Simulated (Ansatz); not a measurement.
Frontier orbitals of `C[N](C)[Zr]([I])([I])[I]`.

Charge 0, multiplicity 1. Correlated methods include outer-core shells of I, Zr, which these sets cover unevenly. Zr, I takes the def2 core potential. All single points use the PBE0-D4/def2-TZVP geometry. It is one conformer, not always the lowest. Basis def2-TZVPP, the Gaussian-basis code of Ansatz.

Orbital energies of one run (eV). Highest occupied ones, from the top: -8.27, -8.43, -8.75, -9.07, -9.10, -9.29, -9.48, -9.83, -9.88, -10.39, -11.53, -12.78, -13.29, -14.96. Empty: -1.49, -1.36, -0.93, -0.30, -0.23, 0.43.

(1) Which functional gave them?
A. BHLYP
B. ωB97M-V
C. r2SCAN
D. LC-ωPBE

Answers

(1) A. HOMO energies: BHLYP -8.27, r2SCAN -6.35, LC-ωPBE -9.80, ωB97M-V -9.37 eV.

LC-ωPBE has ω = 0.4 bohr⁻¹.
